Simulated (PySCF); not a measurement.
Si(vinyl)2(NHMe)2, C₆H₁₄N₂Si.
Bonds: Si1–C2, Si1–C7, Si1–N12, Si1–N18, C2–C3, C7–C8, N12–C13, N18–C19. Hydrogens: H4 on C2; H5, H6 on C3; H9 on C7; H10, H11 on C8; H14 on N12; H15, H16, H17 on C13; H20 on N18; H21, H22, H23 on C19.

A GFN2-xTB structure was refined with PySCF, PBE0-D3(BJ)/def2-SVP geometry optimisation, gas phase. Its GFN2-xTB values:

```
    coordinate  GFN2-xTB
        Si1–C2   1.883 Å
       Si1–N12   1.814 Å
         C2–C3   1.347 Å
         C2–H4   1.186 Å
         C3–H5   1.040 Å
         C3–H6   1.101 Å
        C8–H11   0.999 Å
       N12–C13   1.503 Å
       N12–H14   1.017 Å
       C13–H15   1.119 Å
       C19–H23   1.005 Å
     Si1–C2–C3    124.3°
     Si1–C7–C8    126.2°
   Si1–N18–C19    119.4°
     C2–Si1–C7    112.0°
    C2–Si1–N12    102.6°
    C2–Si1–N18    116.8°
    C7–Si1–N18    110.4°
   N12–Si1–N18    100.7°
  C2–Si1–C7–C8      -50°
C2–Si1–N12–C13      175°
C2–Si1–N18–C19      -65°
  C7–Si1–C2–C3     -164°
```

Question: How do these coordinates change at the PBE0-D3(BJ)/def2-SVP level?

Answer: 
```tsv
coordinate	PBE0-D3(BJ)/def2-SVP (Å or °)	change
C19–H23	1.107	+0.102
C8–H11	1.097	+0.098
C2–H4	1.099	-0.087
Si1–N12	1.730	-0.084
N12–C13	1.441	-0.062
C3–H5	1.097	+0.057
C13–H15	1.108	-0.011
C2–C3	1.338	-0.009
Si1–C2	1.875	-0.008
C3–H6	1.096	-0.005
N12–H14	1.013	-0.004
Si1–N18–C19	127.7	+8.3
N12–Si1–N18	106.6	+5.9
C7–Si1–N18	106.7	-3.7
C2–Si1–N12	106.1	+3.5
C2–Si1–C7	108.8	-3.2
Si1–C2–C3	121.7	-2.6
C2–Si1–N18	114.5	-2.3
Si1–C7–C8	124.1	-2.1
C2–Si1–C7–C8	10	+60
C7–Si1–C2–C3	-116	+48
C2–Si1–N18–C19	-89	-24
C2–Si1–N12–C13	179	+4
```

The energy falls by 144.5 kJ/mol over 25 energy and gradient evaluations, the largest force component goes from 0.0957 to 3.1e-04 Eh/bohr, and the atoms move by 0.714 Å rms after alignment. The bond that changes most is C19–H23 (ends: carbon bonded to N and 3 H; hydrogen on carbon), which lengthens by 0.102 Å. Bonds longer at the end by more than 0.005 Å: 8 of 22; shorter: 12. Among the dihedrals that turn most is N18–Si1–C7–H9, from -1° to 68°. Rotational constants go from 1231, 1041, 1005 to 1291, 1031, 1026 MHz.

The run used 200 basis functions and 185 SCF cycles in all.

Not checked by PBE0-D3(BJ)/def2-SVP frequencies. The numbers are those of one conformer.
